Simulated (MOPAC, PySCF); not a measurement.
C4H12O4Sn, SMILES `[O]([Sn]([O]C)([O]C)[O]C)C`, neutral singlet in the gas phase. 

Z-matrix (Å, degrees):
```
Sn
O 1 1.9770
C 2 1.4169 1 119.96
H 3 1.1030 2 107.66 1 165.97
H 3 1.1055 4 108.05 2 122.15
H 3 1.1068 4 107.76 5 116.70
O 1 1.9770 2 118.25 3 77.10
C 7 1.4169 1 119.97 2 77.10
H 8 1.1030 7 107.66 1 165.95
H 8 1.1055 9 108.05 7 122.15
H 8 1.1068 9 107.76 10 116.70
O 1 1.9770 2 105.27 3 -165.74
C 12 1.4169 1 119.97 2 40.04
H 13 1.1029 12 107.66 1 -165.95
H 13 1.1055 14 108.05 12 -122.15
H 13 1.1068 14 107.76 15 -116.70
O 1 1.9770 2 105.28 3 -40.08
C 17 1.4169 1 119.97 2 165.71
H 18 1.1030 17 107.66 1 -165.93
H 18 1.1055 19 108.06 17 -122.15
H 18 1.1068 19 107.76 20 -116.70
```
Charge 0, spin multiplicity 1.

All levels are single points at this geometry (r2SCAN-D4/def2-SVP); Pople sets use spherical d functions. Orbital energies aren't observables, and empty levels follow the basis.

```csv
level,HOMO (eV),LUMO (eV),gap (eV),dipole (D),"vertical IE, Delta-SCF (eV)"
PBE-D3(BJ)/def2-TZVP in PySCF,-6.33,-2.73,3.61,0.00,–
r2SCAN-D4/def2-TZVP in PySCF,-6.69,-2.52,4.17,0.00,–
B3LYP/6-311+G** (LANL2DZ on Sn) in PySCF,-7.81,-2.03,5.78,0.00,–
B3LYP/6-31G* (LANL2DZ on Sn) in PySCF,-7.38,-1.47,5.91,0.00,9.24
B3LYP/LANL2DZ in PySCF,-7.52,-1.89,5.63,0.00,–
M06-2X/6-31G* (LANL2DZ on Sn) in PySCF,-9.35,-0.36,8.99,0.00,–
PBE/6-31G* (LANL2DZ on Sn) in PySCF,-5.96,-2.25,3.71,0.00,–
SVWN5/6-31G* (LANL2DZ on Sn) in PySCF,-6.05,-2.41,3.63,0.00,–
HF/6-31G* (LANL2DZ on Sn) in PySCF,-11.85,2.62,14.47,0.00,11.19
AM1 in MOPAC,-10.10,-0.89,9.21,0.00,–
PM3 in MOPAC,-10.85,-1.45,9.40,0.00,–
PM6 in MOPAC,-10.44,-1.00,9.44,0.00,–
PM7 in MOPAC,-9.97,0.88,10.85,0.00,–
```
